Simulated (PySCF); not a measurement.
B3LYP has the VWN-RPA correlation part, as in Gaussian. 

Cartesian coordinates (Å):
```xyz
10

C     -1.6165     0.3041    -0.1739
N     -0.2466     0.3886     0.2768
C      0.6321    -0.2533    -0.3657
N      1.9489    -0.3117     0.0217
H     -2.0029     1.3064    -0.3762
H     -1.7432    -0.3047    -1.0817
H     -2.2422    -0.1250     0.6135
H      0.4095    -0.8533    -1.2583
H      2.2265     0.3566     0.7242
H      2.6343    -0.5076    -0.6875
```
Charge 0, spin multiplicity 1.

**Question.** What LUMO, dipole moment, total energy, HOMO and HOMO–LUMO gap does PySCF 2.14.0 with B3LYP-D3(BJ)/def2-TZVP give?

**Answer.** 
| Item | Result |
|---|---|
| LUMO | 0.62 eV |
| dipole moment | 2.18 D |
| total energy | -189.4050 Ha |
| HOMO | -6.46 eV |
| HOMO–LUMO gap | 7.07 eV |
